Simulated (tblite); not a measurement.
Compound: C5H3ClOS.
Z-matrix (Å and degrees, GFN2-xTB geometry), rows numbered from 1:
```
O 
C   1  1.1891
Cl  2  1.7811  1  119.19
C   2  1.4480  1  127.75  3  -179.97
C   4  1.4279  2  121.28  1    -0.13
C   5  1.3510  4  112.40  2  -180.00
S   6  1.7258  5  111.99  4     0.00
C   4  1.3730  2  126.79  1   179.85
H   5  1.0741  4  122.49  2    -0.01
H   6  1.0716  5  128.65  4  -179.99
H   8  1.0716  4  127.50  2    -0.02
```

Calculated harmonic vibrations of the isolated species, GFN2-xTB (tblite), most abundant isotopes, no scaling. Errors from tens to a few hundred cm⁻¹ against measured bands are possible. One conformer, not necessarily the lowest.

Harmonic wavenumbers (cm⁻¹): 49.4, 151.8, 152.2, 316.0, 407.3, 409.9, 495.6, 515.2, 614.7, 660.0, 742.7, 756.8, 774.9, 827.2, 846.5, 896.6, 963.2, 1069.9, 1123.9, 1170.9, 1353.1, 1455.1, 1531.3, 1796.1, 3149.1, 3170.2, 3171.7.

A = 3331, B = 929.9, C = 727.0 MHz; mass 145.959 u (most abundant isotopes); point group Cs, symmetry number 1.

Task: What is the zero-point energy?

Result: ½Σν̃ = 14286 cm⁻¹ = 40.84 kcal/mol.

Task: Entropy at 298.15 K, 1 bar (ideal gas, RRHO, classical rotation)?

Result: Translation 40.87, rotation 29.35, vibration 16.97: S = 87.2 cal/(mol K).

Task: And Cp and H(298.15 K) − H(0)?

Result: Cp = 28.03 cal/(mol K), of which vibrations give 20.08 (their classical limit is 27 R = 53.7); H(298.15 K) − H(0) = 5.16 kcal/mol without the zero-point energy, 2.79 from vibrations.

Task: What must be added to the electronic energy to get the Gibbs energy at 298.15 K and 1 bar?

Result: ZPE + [H(298.15 K) − H(0)] − T·S = 40.84 + 5.16 − 25.99 = 20.01 kcal/mol.

Task: How do the functions run with temperature in this model?

Result: 
| T (K) | S (cal/(mol K)) | Cp (cal/(mol K)) | H − H(0) (kcal/mol) | G − H(0) (kcal/mol) | ln q(vib) |
| --- | --- | --- | --- | --- | --- |
| 100 | 66.0 | 13.6 | 1.06 | -5.54 | 0.93 |
| 200 | 77.5 | 20.7 | 2.76 | -12.75 | 2.34 |
| 300 | 87.4 | 28.2 | 5.21 | -21.00 | 3.87 |
| 500 | 104.6 | 39.1 | 12.03 | -40.24 | 7.10 |
| 800 | 125.1 | 47.8 | 25.24 | -74.83 | 11.79 |
| 1000 | 136.1 | 51.1 | 35.15 | -100.98 | 14.64 |

q(vib) and H(0) count from the zero-point level.

Task: Blend soft modes into free rotors: weight 1/[1 + (100 cm⁻¹/ν̃)⁴] for the oscillator and the rest for a rotor with moment μB/(μ + B), μ = h/(8π²ν), B = 10⁻⁴⁴ kg m². What vibrational entropy results?

Result: 15.70 cal/(mol K) in place of 16.97, which changes −T·S at 298.15 K by +0.38 kcal/mol.

Hindered rotation and anharmonicity are outside this model. Other conformers, if any are populated, would add a mixing term that is left out.
